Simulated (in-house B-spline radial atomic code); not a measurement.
How numerical settings move a run on Ar IV (Ar3+), [Ne] 3s2 3p3. Computed with an all-electron radial atomic-structure program (B-spline basis): Dirac-Kohn-Sham PBE, spherical fractional occupations, Fermi nucleus of rms radius 3.4274 fm.

Command:
```bash
python run_scf.py task.json out
```
Settings of the sound reference run:
```
Z                18
electrons        15
configuration    [Ne] 3s2 3p3
hamiltonian      dirac
method           pbe,pbe
spin_polarised   False
nucleus          fermi
rms_radius       3.4274
mass_number      40
atomic_mass      39.96238
speed_of_light   137.036
knot_spacing     0.22
spline_order     8
gauss_points     12
box_radius       16.22
max_iterations   70
damping          0.5
damped_steps     3
diis_vectors     10
tolerance        1e-08
start            Thomas-Fermi
```

Time taken, with all properties: 1.3 s on 1 thread of Arm Neoverse N1 (shared host).

It converges in 8 iterations to -526.023091 hartree, with 3p3/2 at -49.8527 eV. The other runs change the listed settings, some to values that make no sense; their results aren't properties of the atom or ion. Radii are in bohr (the nuclear one in fm), a minus after a letter asks for a j subshell, and «unchanged» means within 1e-8 hartree. The run stops when the residual is below 10 × tolerance × max(1, Z/10), or a noise floor if that is larger, and the energy moves by less than 1e-8 × √|E| hartree; so very loose and very tight tolerances often act alike.

| changed settings | outcome |
| --- | --- |
| first_knot = 5.56e-05 | converged in 8 iterations, energy -2.00e-06 hartree from the reference, 3p3/2 level -1.5e-06 eV |
| box_radius = 4.87, max_iterations = 8, diis_vectors = 0 | not converged after 8 iterations, last residual 3.0e-04, last energy +5.61e-04 hartree from the reference |
| gauss_points = 8, max_iterations = 60, damping = 0, diis_vectors = 0, start = bare nucleus | converged in 20 iterations, energy unchanged, 3p3/2 level -2.5e-06 eV |
| damping = 0.2 | converged in 8 iterations, energy unchanged, 3p3/2 level -2.8e-06 eV |
| electrons = 16, configuration = [Ne] 3s2 3p3 4p-1, max_iterations = 50 | converged in 9 iterations to -526.5842 hartree, a different physical problem (warning: 4p1/2 reaches the box edge) |
| first_knot = 5.56e-06 | converged in 10 iterations, energy -4.80e-08 hartree from the reference, 3p3/2 level -1.5e-05 eV |
| knot_spacing = 0.15, spline_order = 10, gauss_points = 5, max_iterations = 60, tolerance = 1e-06 | converged in 8 iterations, energy -3.20e-06 hartree from the reference, 3p3/2 level -1.4e-05 eV |
| damping = 0.95 | converged in 9 iterations, energy unchanged, 3p3/2 level +3.4e-06 eV |
| method = r2scan | stopped with error: meta-GGAs are not served with the Dirac Hamiltonian |
| first_knot = 0.0167 | converged in 8 iterations, energy +4.87e-03 hartree from the reference, 3p3/2 level +8.2e-04 eV |
| damping = 0.8 | converged in 9 iterations, energy unchanged, 3p3/2 level +2.0e-06 eV |
| first_knot = 0.00556 | converged in 8 iterations, energy -1.02e-04 hartree from the reference, 3p3/2 level +8.2e-05 eV |
| gauss_points = 3 | converged in 8 iterations, energy +1.41e-05 hartree from the reference, 3p3/2 level +4.7e-05 eV |
| first_knot = 0.0556 | converged in 9 iterations, energy +7.76e-02 hartree from the reference, 3p3/2 level +1.9e-02 eV |

(1) What happens with first_knot = 0.000556?

(2) What happens with first_knot = 0.167?

(3) What happens with gauss_points = 16?

(4) What happens with electrons = 23, configuration = [Ne] 3s2 3p3 5s2 5p6, max_iterations = 75?

Results:

(1) Converged in 9 iterations, energy -2.25e-05 hartree from the reference, 3p3/2 level -6.9e-06 eV.

(2) Converged in 9 iterations, energy +1.16e+00 hartree from the reference, 3p3/2 level +4.1e-01 eV.

(3) Converged in 8 iterations, energy unchanged.

(4) Converged in 11 iterations to -526.0071 hartree, a different physical problem (warning: 5s1/2 has a positive eigenvalue: unbound, held by the box).
